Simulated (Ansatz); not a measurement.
C$_{3}$H$_{7}$O, doublet, at a GFN2-xTB geometry; Ansatz (a quantum-chemistry and plane-wave program) with MP2/STO-3G.

Here is a job for Ansatz.
Ansatz 0.2 input:
```yaml
crystal:
  periodic: [false, false, false]
  atoms:
    - {symbol: C, position_ang: [1.26825508, -0.68696850, 0.05427580]}
    - {symbol: C, position_ang: [0.07085415, 0.06768755, -0.35576841]}
    - {symbol: C, position_ang: [-1.22038065, -0.70514127, 0.01571359]}
    - {symbol: O, position_ang: [0.03577551, 1.37753649, 0.16253306]}
    - {symbol: H, position_ang: [1.92379626, -0.30713910, 0.81296565]}
    - {symbol: H, position_ang: [1.47618939, -1.64038176, -0.38728526]}
    - {symbol: H, position_ang: [0.06139987, 0.20309353, -1.44914062]}
    - {symbol: H, position_ang: [-2.08807624, -0.12715673, -0.29130831]}
    - {symbol: H, position_ang: [-1.26236100, -0.86377771, 1.09159501]}
    - {symbol: H, position_ang: [-1.23494149, -1.66895370, -0.48360641]}
    - {symbol: H, position_ang: [0.12541777, 1.33055682, 1.12118969]}
basis:
  gaussian:
    orbitals: STO-3G
magnetization: {spin_polarized: true, initial_magnetization: 1}
correlation: {method: mp2, electrons: outside_noble_gas}
accuracy: high
```

The log (banner, timings and long lists left out):

```
Functional definition: HF
561 factors; integrals over basis functions are off by at most 3.4e-9 eV
mean field evaluation 1: about -5169.5968 eV, gradient 1.7e1 eV
mean field evaluation 2: about -5169.8379 eV, gradient 1.7e1 eV
mean field evaluation 4: about -5171.9424 eV, gradient 1.5e0 eV
mean field evaluation 8: about -5171.9709 eV, gradient 4.1e-2 eV
mean field -5171.97096653 eV, -190.0664273320 hartree, gradient 1.2e-8 eV, S^2 0.765264; 0 other end points of the search recorded, 0 dependent functions left out
4 core orbitals not correlated
reference -5171.97096653 eV, -190.0664273320 hartree; 13, 12 occupied and 10, 11 virtual orbitals, 561 factors
second order -4.60256831 eV of doubles, -0.00000000 eV of singles
Total energy: -5176.57353484 eV, -190.2355685979 hartree
```
